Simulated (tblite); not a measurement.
A geometry optimisation, step by step.

C₅H₁₀F₂OSi₂.
Atom-mapped SMILES: `[CH2:1]=[CH:2][Si@@H:3]([C:4](=[CH2:5])[O:6][SiH3:7])[CH:8]([F:9])[F:10]` (hydrogens: H11, H12 on C1; H13 on C2; H14 on Si3; H15, H16 on C5; H17, H18, H19 on Si7; H20 on C8)

Computed with GFN2-xTB (tblite), gas phase: L-BFGS steps from a force-field or distance-geometry start until the largest atomic force falls under 0.01 eV/Å. 4 of its 173 geometries are shown.

Step 0: E = -890.9582 eV, largest atomic force 1.965 eV/Å
```
atom  x, y, z in Å  |  force x, y, z in eV/Å
C1     -2.443   -1.218   -0.910   -0.946  -0.980  -0.812
C2     -2.353   -0.533    0.200   -1.527  -0.364   1.182
Si3    -1.012    0.623    0.648   -0.634   0.605   1.304
C4      0.653   -0.126    0.585    1.377  -0.726   0.612
C5      1.163   -0.527    1.757    0.477  -0.091  -0.697
O6      1.279   -0.258   -0.624    1.420  -0.684   0.160
Si7     2.868   -0.827   -0.930   -0.608   0.570  -0.338
C8     -0.958    2.145   -0.446    0.738   0.343  -0.323
F9      0.136    2.874    0.024   -0.865   0.121  -0.432
F10    -2.101    2.878   -0.279    0.754   0.063  -0.550
H11    -3.310   -1.886   -1.042    0.671   0.259  -0.266
H12    -1.726   -1.142   -1.709   -0.038  -0.082  -0.040
H13    -3.153   -0.693    0.964    0.665   0.173  -0.624
H14    -1.293    1.139    2.006    0.100  -0.038  -0.158
H15     0.653   -0.413    2.700    0.059  -0.005  -0.334
H16     2.146   -0.972    1.746   -0.092  -0.015   0.419
H17     2.923   -1.759   -2.080   -0.513   0.214   0.332
H18     3.739    0.305   -1.307   -0.405  -0.015   0.188
H19     3.504   -1.496    0.198   -0.093  -0.069   0.045
H20    -0.720    1.896   -1.506   -0.540   0.722   0.333
```

Step 57: E = -891.6866 eV, largest atomic force 0.051 eV/Å
```
atom  x, y, z in Å  |  force x, y, z in eV/Å
C1     -2.289   -1.135   -0.987    0.000   0.011  -0.014
C2     -2.362   -0.528    0.190   -0.005  -0.011  -0.001
Si3    -1.011    0.607    0.854    0.005  -0.006   0.003
C4      0.677   -0.251    0.932    0.025   0.010   0.010
C5      1.347   -0.547    2.038    0.015  -0.032   0.007
O6      1.119   -0.549   -0.318   -0.009   0.001   0.018
Si7     2.587   -0.719   -1.005   -0.035   0.037   0.002
C8     -0.790    1.944   -0.539    0.001   0.022  -0.013
F9      0.183    2.845   -0.231    0.031  -0.012   0.016
F10    -1.932    2.675   -0.694   -0.021   0.009  -0.007
H11    -3.072   -1.776   -1.362   -0.009  -0.004   0.028
H12    -1.433   -1.016   -1.632    0.012  -0.023  -0.009
H13    -3.240   -0.686    0.802   -0.015  -0.018   0.013
H14    -1.338    1.282    2.111   -0.031  -0.010  -0.017
H15     0.935   -0.320    3.003   -0.009   0.027  -0.022
H16     2.307   -1.035    2.015    0.022   0.008  -0.019
H17     2.155   -1.242   -2.294    0.005   0.017  -0.001
H18     3.239    0.588   -1.066   -0.002  -0.015   0.002
H19     3.458   -1.656   -0.296   -0.004  -0.034   0.011
H20    -0.544    1.531   -1.527    0.024   0.024  -0.009
```

Step 115: E = -891.7170 eV, largest atomic force 0.045 eV/Å
```
atom  x, y, z in Å  |  force x, y, z in eV/Å
C1     -2.233   -1.251   -0.987    0.009   0.015   0.005
C2     -2.359   -0.580    0.151    0.012  -0.006   0.006
Si3    -1.053    0.595    0.839   -0.007  -0.013  -0.003
C4      0.691   -0.150    0.901    0.002   0.018  -0.002
C5      1.433   -0.352    1.981   -0.014  -0.009   0.003
O6      1.111   -0.425   -0.361   -0.009  -0.004  -0.011
Si7     2.557   -0.838   -0.990    0.001   0.006  -0.019
C8     -0.845    2.002   -0.487    0.005   0.024  -0.002
F9      0.099    2.901   -0.087    0.015   0.017   0.001
F10    -1.996    2.719   -0.634   -0.011  -0.006  -0.010
H11    -3.008   -1.902   -1.364    0.037   0.010   0.024
H12    -1.341   -1.179   -1.590   -0.026  -0.012   0.002
H13    -3.271   -0.699    0.724    0.016  -0.001  -0.022
H14    -1.449    1.222    2.101    0.005  -0.021   0.004
H15     1.048   -0.119    2.955    0.004  -0.004   0.015
H16     2.431   -0.753    1.917   -0.003   0.001   0.015
H17     2.165   -0.871   -2.392    0.006  -0.009  -0.023
H18     3.567    0.177   -0.690   -0.023  -0.034   0.012
H19     2.999   -2.147   -0.500   -0.014   0.034   0.007
H20    -0.553    1.661   -1.490   -0.004  -0.004  -0.002
```

Step 172: E = -891.7250 eV, largest atomic force 0.009 eV/Å
```
atom  x, y, z in Å  |  force x, y, z in eV/Å
C1     -2.064   -1.313   -0.946    0.001  -0.003   0.005
C2     -2.287   -0.575    0.133    0.000   0.008   0.002
Si3    -1.050    0.662    0.841   -0.002   0.007   0.002
C4      0.700   -0.064    0.887   -0.001   0.002  -0.009
C5      1.423   -0.341    1.962    0.000   0.001  -0.002
O6      1.120   -0.289   -0.386    0.001  -0.005  -0.006
Si7     2.485   -0.911   -1.022   -0.003   0.002  -0.001
C8     -0.902    2.100   -0.461    0.001   0.001   0.001
F9     -0.057    3.075   -0.019    0.002  -0.003   0.008
F10    -2.104    2.715   -0.658   -0.008  -0.003   0.001
H11    -2.793   -2.013   -1.325   -0.002   0.001  -0.006
H12    -1.137   -1.256   -1.493    0.001  -0.006   0.002
H13    -3.234   -0.682    0.645    0.000   0.001  -0.003
H14    -1.469    1.234    2.120    0.001  -0.001  -0.003
H15     1.034   -0.145    2.943   -0.001   0.004   0.005
H16     2.413   -0.760    1.892    0.007  -0.004   0.001
H17     2.123   -0.825   -2.430    0.002  -0.004   0.006
H18     3.653   -0.104   -0.672   -0.004   0.001   0.004
H19     2.680   -2.288   -0.563    0.002   0.001  -0.005
H20    -0.539    1.790   -1.451    0.002   0.001  -0.003
```

Problem. Summarise the path.

Solution. The energy falls by 73.98 kJ/mol from step 0 to step 172; nine tenths of that is first reached at step 37. It falls at every step. The largest force goes from 1.965 to 0.009 eV/Å. Among the bonds O6–Si7 changes most, from 1.715 to 1.630 Å; the atoms move by 0.567 Å rms after alignment.

The cost below is that of the whole relaxation. Time: 1.7 s. Hardware: one thread of an Arm Neoverse V1, shared host.
